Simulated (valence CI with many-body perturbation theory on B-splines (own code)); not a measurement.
# Questions on S11+

Calculated by relativistic CI+MBPT: three valence electrons over a frozen Dirac-Fock core [He], a basis of 11 s, 11 p, 10 d, 8 f, 5 g, 2 h functions for each j, with the one-electron correlation potential Σ1 (screened to all orders), the two-electron term Σ2, the three-electron term Σ3, Breit, model QED; selected single and double excitations, second order for the rest, scaled by the run's own slope (own B-spline code, finite nucleus).

No measured levels were compared; by estimate levels of excited configurations hold to 0.05 to 0.15 % of their energy, terms of the ground configuration to about 0.5 %.

Rates and lifetimes use the calculated energies. Strong lines usually hold to 10 to 20 %, long lifetimes can be off by a factor of two.

What is the ground level?

2s2.2p 2P°_1/2, composition 97 % 2s2.2p 2P° + 3 % 2p3 2P°, g = 0.664.

Where does the other parity begin?

At 2s.2p2 4P_1/2, 1.766 Ry.

How well does LS coupling describe the low levels?

Among the lowest 20 levels the leading LS term, summed over configurations, holds 99 % on average. For single configurations the figures are 96 % in LS and 76 % in jj coupling. Terms mix most in the J = 1/2 level at 4.009 Ry, where the leading one holds 91 %.

How is the term 2P° of the ground level split?

J = 1/2 at 0.000, J = 3/2 at 0.120 Ry.

What is the ionisation energy?

564.37 eV; NIST lists 564.41 eV (semi-empirical).

Among levels below 35.443 Ry, which E1 lines absorb most strongly from the ground level?

to 2s2.3d 2D_3/2 at 3.640 nm, f = 0.638; to 2s.2p.3p 2D_3/2 at 3.453 nm, f = 0.233; to 2s2.4d 2D_3/2 at 2.821 nm, f = 0.124.
